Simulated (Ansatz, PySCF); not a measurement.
Gas-phase reaction (SMILES): O=c1cc1 + 6 [H][H] (H2) → 3 C (CH4) + O (H2O); energy of full hydrogenation.

Geometries: B3LYP-D3(BJ)/def2-TZVP minima from Ansatz (a quantum-chemistry and plane-wave program). Valence correlation only, unless marked. No spin-orbit coupling. No relativistic terms. CBS(X,Y): correlation extrapolated as X^-3; Hartree-Fock from the larger set. [CCSD(T)-MP2]/basis is that difference in the basis named. Thermal terms are rigid-rotor harmonic-oscillator values from B3LYP-D3(BJ) frequencies (PySCF) at 298.15 K and 1 atm. 1 Eh = 627.5095 kcal/mol.

```csv
species,"E, RI-MP2/CBS(aug-cc-pVTZ,aug-cc-pVQZ)+[CCSD(T)-MP2]/aug-cc-pVTZ (Ansatz) (Eh)","E, PBE/def2-TZVPD (Ansatz) (Eh)",H - E (Eh),G - E (Eh)
O=c1cc1,-190.42309,-190.50132,0.04220,0.01298
[H][H] (H2),-1.17524,-1.16589,0.01336,-0.00144
C (CH4),-40.46129,-40.46301,0.04840,0.02728
O (H2O),-76.37791,-76.38111,0.02495,0.00353
```

Problem. Work out ΔE and ΔH, ΔG, ΔS and the equilibrium constant at 298.15 K at the first level, then ΔH at the second.

Solution. 
1. ΔE = [3×(-40.46129) + (-76.37791)] - [(-190.42309) + 6×(-1.17524)] = -0.28725 Eh = -180.3 kcal/mol at RI-MP2/CBS(aug-cc-pVTZ,aug-cc-pVQZ)+[CCSD(T)-MP2]/aug-cc-pVTZ.
2. The terms H - E add up to 0.04779 Eh, so ΔH = (-0.28725 + (0.04779))×627.5095 = -150.3 kcal/mol.
3. The terms G - E add up to 0.08103 Eh, so ΔG = -129.4 kcal/mol, and ΔS = (0.04779 - (0.08103))×627509.5/298.15 = -70.0 cal/(mol K).
4. log10 K = -ΔG/(RT ln 10) = 94.9, with RT ln 10 = 1.3642 kcal/mol.
5. With ΔH and ΔS taken as constant, ΔG changes sign near ΔH/ΔS = 2150 K, a rough figure that leaves out heat capacities.
6. At PBE/def2-TZVPD the same steps give ΔE = -171.6 and ΔH = -141.6 kcal/mol, a shift of +8.7 from the first level.
7. These values are not checked against measurement here, since the tables used lack a sound gas-phase enthalpy of formation for at least one species.
